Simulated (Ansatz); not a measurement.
Consider the atomization: `FB(Cl)Br` → B• + Br• + Cl• + F•.

Computed with Ansatz on PBE0-D4/def2-TZVP structures; ΔE is electronic, products minus reactants. CCSD(T)/CBS adds triple-zeta CCSD(T) − MP2 to the extrapolated MP2 energy (def2 sets, frozen cores). This one scheme is used for every species, atoms too. Functionals use def2-TZVPP. B3LYP here is the variant with VWN-RPA as its local correlation; programs differ in this. HSE06 is defined as in plane-wave codes. No spin–orbit coupling; open shells (•) take unrestricted orbitals. Spin–orbit coupling would lower the free atoms: a little for B, Cl, F; clearly for Br. Bonds to Br are less sure, by a few kJ/mol each and by 10 to 20 or more in all where they break to atoms, as the def2 sets lack core-valence functions. Scalar relativity is left out up to krypton.

`FB(Cl)Br`:

Cartesian coordinates in Å:
```
F -0.271 -0.737 1.190
B -0.041 -0.034 0.111
Cl -0.693 1.571 -0.018
Br 1.004 -0.799 -1.283
```

```csv
level,ΔE (kJ/mol),difference from CCSD(T)/CBS
revPBE-D4,1496.0,6.6
BLYP-D4,1481.4,-8.0
PBE0-D4,1508.0,18.6
B3LYP-D4,1472.2,-17.2
r2SCANh-D4,1504.8,15.4
HSE06-D4,1509.6,20.2
B2PLYP,1473.1,-16.3
PBE,1540.8,51.4
revPBE,1467.1,-22.3
BLYP,1458.6,-30.8
HF/def2-TZVPP,1119.2,-370.2
CCSD(T)/def2-TZVPP,1445.9,-43.5
HF/def2-QZVPP,1119.7,-369.7
MP2/def2-QZVPP,1562.4,73.0
MP2/CBS(def2),1580.7,91.3
CCSD/CBS(def2),1454.4,-35.0
CCSD(T)/CBS,1489.4,0
```

Largest T1 diagnostic among the species: 0.014.

The D4 term adds +16.9 kJ/mol with B3LYP and +8.5 kJ/mol with PBE0; it sums over pairs of atoms, weighted by their polarisabilities, and B3LYP, whose exchange is more repulsive, gets the larger term. From PBE to PBE0 (25 % exact exchange), in def2-TZVPP and without D4, ΔE moves by −41.4 kJ/mol: exact exchange takes away binding that semilocal exchange gives to molecules.

For atomizations the MP2-based limit and the directly extrapolated one differ by several kJ/mol either way, and by 10 to 25 for some Ge, Se and Sn compounds, so smaller differences from it don't rank the levels.
